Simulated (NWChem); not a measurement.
BeCl, doublet; SMILES [Be][Cl]

Results from NWChem. Spin-unrestricted. Structure relaxed at the PBE0/def2-SVP, spin-unrestricted level. This spin state was assumed; another may lie lower. No stability test was run on the SCF state.

For level PBE/def2-SVP:

- highest occupied level (eV) = -5.28
- lowest empty minus highest occupied level, either spin (eV) = 2.26

Task: How do the values read with level LDA (Slater exchange, PW92)/def2-SVP instead?

Result: 
- highest occupied level (eV): -5.17
- lowest empty minus highest occupied level, either spin (eV): 1.81
